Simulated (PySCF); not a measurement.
Frontier orbitals and the lowest excitations

Compound: C7H10NOP.
Numbering: `[CH3:1][C@@H:2]1[CH2:3][P@:4]1(=[NH:5])[c:6]1[cH:7][cH:8][cH:9][o:10]1` (hydrogens: H11, H12, H13 on C1; H14 on C2; H15, H16 on C3; H17 on N5; H18 on C7; H19 on C8; H20 on C9)

Computed, not measured: TDDFT wB97X-D/def2-SVPD, vertical, gas phase, core orbitals frozen in the response in PySCF. The structure is a single PBE0-D3(BJ)/def2-SVP conformer in the gas phase; no vibrational or solvent corrections. Torsions of this conformer, `[CH3:1][C@@H:2]1[CH2:3][P@:4]1(=[NH:5])[c:6]1[cH:7][cH:8][cH:9][o:10]1`: C3–P4–C6–C7 164°.

Frontier orbitals with the atoms that hold most of them (Löwdin shares over 4%, at most four atoms; ? is withheld):

```
orbital  ε (eV)                           atoms
 HOMO-3  -10.27  C8 29%, C7 24%, O10 22%, C9 9%
 HOMO-2   -9.32   N5 54%, P4 11%, C3 10%, C2 9%
 HOMO-1   -8.72  C6 25%, C9 23%, C7 13%, C8 12%
   HOMO       ?                               ?
   LUMO    1.16                               ?
 LUMO+1    2.24   C1 12%, C9 10%, C3 9%, O10 8%
 LUMO+2    2.65  H14 13%, C2 12%, P4 11%, C3 8%
```

(1) Which atoms hold the LUMO, and with what shares?

(2) Which atoms hold the HOMO, and with what shares?

(3) What is the HOMO energy, and the HOMO–LUMO gap?

## Answers

(1) C6 (bonded to C, O and P) 18%; C9 (bonded to C, O and H) 17%; C7 (bonded to 2 C and H) 16%; O10 (bonded to 2 C) 15%. By element: carbon 51% or more, oxygen 15%.

(2) N5 (bonded to P and H) 43%; P4 (bonded to 3 C and N) 17%; C3 (bonded to C, P and 2 H) 12%; C2 (bonded to 2 C, P and H) 12%. By element: nitrogen 43%, carbon 24% or more, phosphorus 17%.

(3) ε(HOMO) = -7.88 eV; the gap is 9.04 eV (0.3322 hartree).

Q: How does S1 compare with the orbital gap of 9.04 eV?

A: S1 is at 5.13 eV (f = 0.048), 3.91 eV below the gap, made of HOMO→LUMO (93%). 

Q: Give energy, strength and leading configuration of S1 and S3, and follow the Löwdin shares of the leading atoms from the occupied to the empty orbital.

A: 
- S1 (5.13 eV, f 0.048), HOMO→LUMO (93%): N5 43% → at most 16%, P4 17% → at most 16%, C6 at most 12% → 18%, C9 at most 12% → 17%
- S3 (5.81 eV, f 0.325), HOMO-1→LUMO (97%): C6 25% → 18%, C9 23% → 17%
